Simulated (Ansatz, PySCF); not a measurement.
CH2N, SMILES C=[N], multiplicity 2. Atoms are numbered in the order given.

```xyz
4

C      0.0000     0.0000    -0.5095
N      0.0000     0.0000     0.7281
H      0.0000     0.9360    -1.0840
H      0.0000    -0.9360    -1.0840
```
Charge 0, spin multiplicity 2.

Geometry: B3LYP-D3(BJ)/def2-TZVPD. The isomer is the one that the SMILES or the coordinates give; other isomers of the formula were not compared.

Two levels are set side by side: PBE-D3(BJ)/def2-TZVPD (Ansatz, a program for electronic structure) and B3LYP-D3(BJ)/def2-TZVPD (Ansatz). Each level has its own optimised geometry; the coordinates shown are those of the second. Frequencies come from the Hessian of PySCF at each geometry. Differences are taken from unrounded values.

```csv
quantity,B3LYP-D3(BJ),PBE-D3(BJ),PBE-D3(BJ) minus B3LYP-D3(BJ)
mean bond length (Å),1.145,1.154,0.010
bond C1–N2 (Å),1.238,1.245,0.007
bond C1–H3 (Å),1.098,1.109,0.011
bond C1–H4 (Å),1.098,1.109,0.011
highest harmonic wavenumber (cm⁻¹),3017,2921,-96
mean harmonic wavenumber (cm⁻¹),1835,1769,-65
zero-point energy (kcal/mol),15.74,15.18,-0.56
```

GGA bonds tend to be longer and softer than those of functionals with exact exchange. Differences between two approximate levels are no errors against the true value.
